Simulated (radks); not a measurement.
Question: Ne, 10 electrons, occupied as [Ne]. All-electron calculation, non-relativistic Kohn-Sham, r2SCAN, spin-polarised, spherical densities, point nucleus; meta-GGA in the generalised Kohn-Sham scheme. Program: a radial shooting solver on a logarithmic mesh with Libxc functionals. Some entries of the table are withheld. Estimate them.

orbital  occ.  eigenvalue (hartree)  r(max) (bohr)
1s          2                   (1)         0.1029
2s          2              -1.40593         0.6814
2p          6              -0.51382            (2)

Answer: 
(1) 1s eigenvalue (hartree): -30.74668
(2) 2p r(max) (bohr): 0.6257
